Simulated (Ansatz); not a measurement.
Consider the cleavage of the Si–B bond: `CB([SiH3])[SiH3]` + `CC(N)O` → `CC(O)N[SiH3]` + `CB[SiH3]`.

Gas-phase electronic energies from Ansatz, PBE0-D4/def2-TZVP geometries. CCSD(T)/CBS is the MP2 limit (def2-TZVPP, def2-QZVPP) plus CCSD(T) − MP2 in def2-TZVPP, frozen cores. DFT in def2-TZVPP. B3LYP here is the variant with VWN-RPA as its local correlation; programs differ in this. Each species was taken in one conformer, which may not be the lowest.

```tsv
level	ΔE (kJ/mol)	difference from CCSD(T)/CBS
PBE-D4	-39.1	17.1
r2SCAN-D4	-50.9	5.3
PBE0-D4	-45.6	10.6
B3LYP-D4	-56.4	-0.2
ωB97M-V	-59.1	-2.9
B2PLYP	-60.5	-4.3
PBE	-39.7	16.5
r2SCAN	-51.0	5.2
PBE0	-46.2	10.0
B3LYP	-57.6	-1.4
MP2/def2-TZVPP	-63.4	-7.2
CCSD/def2-TZVPP	-58.5	-2.3
HF/def2-QZVPP	-75.7	-19.5
SCS-MP2/def2-QZVPP	-66.4	-10.2
HF/CBS(def2)	-75.9	-19.7
CCSD/CBS(def2)	-58.7	-2.5
CCSD(T)/CBS	-56.2	0
```

Largest T1 diagnostic among the species: 0.013.

From PBE to PBE0 (25 % exact exchange), in def2-TZVPP and without D4, ΔE moves by −6.5 kJ/mol. In def2-TZVPP, CCSD(T) changes the Hartree–Fock value by +18.4 kJ/mol (the triples alone add +2.5 kJ/mol) and MP2 by +10.9 kJ/mol.
